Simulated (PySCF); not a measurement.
Si(F)(Cl)(Et)(OH) (C2H6ClFOSi), SMILES Cl[Si](CC)(F)O.

The structure is a stationary point at B3LYP-D3(BJ)/def2-SVP. Other conformers were not sampled.

Method: PySCF with TDDFT-PBE0/def2-SVPD.

Vertical excitations. 

| state | energy (eV) | λ (nm) | f | main pairs |
|---|---|---|---|---|
| S1 | 8.03 | 154 | 0.080 | HOMO→LUMO 88 % |
| S2 | 8.13 | 152 | 0.028 | HOMO−1→LUMO 86 % |
| S3 | 8.52 | 145 | 0.027 | HOMO−2→LUMO 88 % |
| S4 | 8.78 | 141 | 0.024 | HOMO−4→LUMO 33 %, HOMO→LUMO+2 25 %, HOMO−1→LUMO+1 18 %, HOMO−1→LUMO+2 9 % |
| S5 | 8.85 | 140 | 0.032 | HOMO→LUMO+1 81 % |
| S6 | 8.95 | 138 | 0.080 | HOMO→LUMO+2 64 %, HOMO−4→LUMO 13 % |
| S7 | 9.05 | 137 | 0.009 | HOMO−4→LUMO 36 %, HOMO−1→LUMO+1 35 %, HOMO−1→LUMO+2 10 % |
| S8 | 9.16 | 135 | 0.003 | HOMO−3→LUMO 70 %, HOMO−1→LUMO+2 12 % |
| S9 | 9.22 | 134 | 0.016 | HOMO→LUMO+3 58 %, HOMO−2→LUMO+1 13 % |
| S10 | 9.28 | 134 | 0.011 | HOMO−1→LUMO+2 47 %, HOMO−1→LUMO+1 20 %, HOMO−3→LUMO 12 %, HOMO−2→LUMO+2 9 % |
| T1 | 7.74 | 160 | 0 | HOMO→LUMO 66 %, HOMO−1→LUMO 17 % |
| T2 | 7.83 | 158 | 0 | HOMO−1→LUMO 65 %, HOMO→LUMO 17 % |
| T3 | 8.20 | 151 | 0 | HOMO−2→LUMO 65 % |
| T4 | 8.33 | 149 | 0 | HOMO−4→LUMO 30 %, HOMO→LUMO+2 15 %, HOMO−1→LUMO+1 13 %, HOMO−1→LUMO+2 9 % |
Triplets are in the Tamm–Dancoff approximation, which puts them higher than full response would, so one can lie above its singlet here.
